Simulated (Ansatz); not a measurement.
Sr, singlet (core potentials on Sr); PBE0/def2-SVP in Ansatz (a program for electronic structure).

The Ansatz input:
Ansatz 0.2 input:
```yaml
crystal:
  periodic: [false, false, false]
  atoms:
    - {symbol: Sr, position_ang: [0.00000000, 0.00000000, 0.00000000]}
basis:
  gaussian:
    orbitals: def2-SVP
hamiltonian:
  xc: pbe0
scf: {lower_state_search: light}
```

Question: Write the output that Ansatz gives for this input, abridged.

Answer: 
```
Functional definition: PBE0
208 factors; their error is unknown
mean field evaluation 1: about -834.5007 eV, gradient 4.7e-1 eV
mean field evaluation 2: about -834.5017 eV, gradient 6.5e-2 eV
mean field evaluation 4: about -834.5089 eV, gradient 1.2e-2 eV
mean field -834.50886777 eV, -30.6676352401 hartree, gradient 7.1e-5 eV, S^2 0.000000; 0 other end points of the search recorded, 0 dependent functions left out
reference -834.50888553 eV, -30.6676358929 hartree; 5, 5 occupied and 18, 18 virtual orbitals, 208 factors
Total energy: -834.50888553 eV, -30.6676358929 hartree
```
